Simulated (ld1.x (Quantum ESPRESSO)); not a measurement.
## Building the PAW potential for H (Wu–Cohen, non-relativistic).

H (Z = 1), PAW, made with ld1.x (Quantum ESPRESSO) 7.5 (Wu–Cohen, non-relativistic). Core none, reference 1s0.5 (charge +0.5). Waves: 1s (bound): rcut 0.90, rcutus 1.25 bohr; 1s channel at 0.9 Ry: rcut 0.90, rcutus 1.25 bohr; 2p channel at 0.2 Ry: rcut 0.75, rcutus 0.95 bohr. Local part: all-electron potential smoothed inside 1.10 bohr (lloc = -1). Core correction: none. Augmentation charge: BESSEL, radius 0.80 bohr.

* Cutoffs needed: 12 Ry and 21 Ry (the cutoffs (Ry, on a coarse ladder) from which the occupation-weighted sum of valence levels, in a spherical-Bessel basis at the reference potential, stays within 10 and 1 mRy of its value at 400 Ry)
* Ghost test: no extra level below or beside the all-electron valence levels (s, p, d, f tested) (spherical-Bessel basis up to 400 Ry, 20 bohr box)
* Lowest eigenvalue of the overlap operator: 0.96 (p channel)
